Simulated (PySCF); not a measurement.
Input of a run (PBE0-D3(BJ)/def2-SVP geometry optimisation, gas phase (PySCF 2.14.0)), started from GFN2-xTB:
```
{"job": {"xc": "PBE0", "basis": "def2-SVP", "d3": "d3bj", "grid": 1, "kind": "geom"}, "charge": 0, "multiplicity": 1}
O      1.862957     0.766951     0.600311
C      1.457890    -0.216570     0.051947
C      0.016287    -0.509568    -0.260738
C     -0.896314     0.608685     0.206960
Br    -2.756799     0.202194    -0.212575
H      2.144146    -1.018843    -0.281188
H     -0.073757    -0.662426    -1.340678
H     -0.249775    -1.457457     0.217148
H     -0.658850     1.548242    -0.289686
H     -0.836904     0.743447     1.285974
```

Output (energies in Eh, forces in Eh/bohr):
```
step   0  E = -2765.73058986  max force = 0.015209
step   1  E = -2765.73122889  max force = 0.002535
step   2  E = -2765.73122398  max force = 0.002065
step   3  E = -2765.73124704  max force = 0.000318
step   4  E = -2765.73124883  max force = 0.000189
optimisation converged
```

**Question.** Summarise the run.

**Answer.** The energy falls by 0.018 eV over 5 energy and gradient evaluations, the largest force component goes from 0.0152 to 1.9e-04 Eh/bohr, and the atoms move by 0.014 Å rms after alignment. The bond that changes most is C2–H6 (aldehyde carbon to formyl hydrogen), which lengthens by 0.014 Å. Bonds longer at the end by more than 0.005 Å: 5 of 9; shorter: 2. The energy rose by more than 1e-6 Eh at step 2. The first step brought 97 % of the lowering.

**Question.** What are the final bond lengths?

**Answer.** O1=C2 1.202 Å, C2–C3 1.504 Å, C3–C4 1.510 Å, C4–Br5 1.940 Å, C2–H6 1.121 Å, C3–H7 1.105 Å, C3–H8 1.105 Å, C4–H9 1.097 Å, C4–H10 1.097 Å. Numbering counts from 1 in the input's order; the species is `O=CCCBr`.

The run used 113 basis functions and 32 SCF cycles in all.

Stationary, but not proved a minimum. The numbers are those of one conformer.

Shape of the structure used: `[O:1]=[CH:2][CH2:3][CH2:4][Br:5]`: O1–C2–C3–C4 -1°, C2–C3–C4–Br5 180°.
